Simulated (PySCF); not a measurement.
**Multinuclear NMR of C9H9OP**

Molfile (atoms numbered from 1):
```
C9H9OP
     RDKit          3D

 20 21  0  0  0  0  0  0  0  0999 V2000
   -2.0534   -2.6507    0.8468 O   0  0  0  0  0  0  0  0  0  0  0  0
   -1.1368   -1.9654    0.4681 C   0  0  0  0  0  0  0  0  0  0  0  0
   -1.2672   -0.5708    0.0041 C   0  0  0  0  0  0  0  0  0  0  0  0
   -2.5602   -0.0618   -0.0470 C   0  0  0  0  0  0  0  0  0  0  0  0
   -3.0348    1.5126   -0.5746 P   0  0  0  0  0  0  0  0  0  0  0  0
   -1.4684    2.1405   -0.9896 C   0  0  0  0  0  0  0  0  0  0  0  0
   -0.2724    1.4703   -0.8544 C   0  0  0  0  0  0  0  0  0  0  0  0
   -0.1362    0.1728   -0.3685 C   0  0  0  0  0  0  0  0  0  0  0  0
    1.2328   -0.4095   -0.2743 C   0  0  0  0  0  0  0  0  0  0  0  0
    1.8556   -0.6874    1.0656 C   0  0  0  0  0  0  0  0  0  0  0  0
    2.3817    0.4235    0.2107 C   0  0  0  0  0  0  0  0  0  0  0  0
   -0.1098   -2.3680    0.4396 H   0  0  0  0  0  0  0  0  0  0  0  0
   -3.3444   -0.7365    0.2788 H   0  0  0  0  0  0  0  0  0  0  0  0
   -1.4419    3.1481   -1.3870 H   0  0  0  0  0  0  0  0  0  0  0  0
    0.6325    1.9833   -1.1561 H   0  0  0  0  0  0  0  0  0  0  0  0
    1.4507   -1.1222   -1.0643 H   0  0  0  0  0  0  0  0  0  0  0  0
    2.4503   -1.5808    1.1831 H   0  0  0  0  0  0  0  0  0  0  0  0
    1.2916   -0.4222    1.9476 H   0  0  0  0  0  0  0  0  0  0  0  0
    3.3439    0.3005   -0.2626 H   0  0  0  0  0  0  0  0  0  0  0  0
    2.1812    1.4346    0.5308 H   0  0  0  0  0  0  0  0  0  0  0  0
  1  2  2  0
  2  3  1  0
  3  4  2  0
  4  5  1  0
  5  6  2  0
  6  7  1  0
  7  8  2  0
  8  9  1  0
  9 10  1  0
 10 11  1  0
  8  3  1  0
 11  9  1  0
  2 12  1  0
  4 13  1  0
  6 14  1  0
  7 15  1  0
  9 16  1  0
 10 17  1  0
 10 18  1  0
 11 19  1  0
 11 20  1  0
M  END
```

Single conformer, non-relativistic, rapidly exchanging positions averaged, no solvent. Shielding tensors at PBE0/pcSseg-1 (GIAO); coordinates at the GFN2-xTB level; PySCF 2.14.0 with density-fitted response routines.

Q: What are the 31P shifts?

A: 
```tsv
atoms	environment	σ (ppm)	δ (ppm)
P5	phosphorus bonded to 2 C, in a 6-membered ring	96.2	190.4
```

Shieldings were converted by a linear fit to measured shifts: 31P (scatter 18.1 ppm rms vs H3PO4, solution or neat liquid). A few per cent of atoms miss by over 2 rms, more outside the fitted compound classes.

On a 600 MHz spectrometer 31P resonates near 242.9 MHz, so 1 ppm is 242.9 Hz.

Q: Predict the 17O NMR data.

A: 
| atoms | environment | σ (ppm) | δ (ppm) |
| --- | --- | --- | --- |
| O1 | aldehyde oxygen | -347.0 | 582.8 |

Shieldings were converted by a linear fit to measured shifts: 17O (scatter 10.7 ppm rms, 12.2 ppm with the 3 outliers that the fit left out vs liquid water, solution or neat liquid). Occasional misses reach two or three times the rms, and more in compound classes unlike the fitted ones.

On a 600 MHz spectrometer 17O resonates near 81.3 MHz, so 1 ppm is 81.3 Hz.
